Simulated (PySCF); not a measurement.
A structure optimised at PBE0-D3(BJ)/def2-SVP, used in a PySCF frequency run:

```
C
C 1 1.3341
H 2 1.0916 1 121.09
H 2 1.0931 3 117.99 1 -179.89
C 1 1.4957 2 124.80 3 -179.61
H 5 1.0979 1 111.27 2 -2.06
H 5 1.1013 6 108.75 1 -121.86
H 5 1.1032 6 108.27 7 -115.63
C 1 1.5035 2 120.40 3 0.85
F 9 1.3478 1 112.21 2 -6.31
F 9 1.3582 10 107.77 3 126.37
H 9 1.1070 10 107.92 11 115.45
```

Write its SMILES and formula.

C=C(C)C(F)F, C₄H₆F₂

What are its rotational constants (standard atomic weights)?

4.9398, 3.2599, 2.1370 GHz
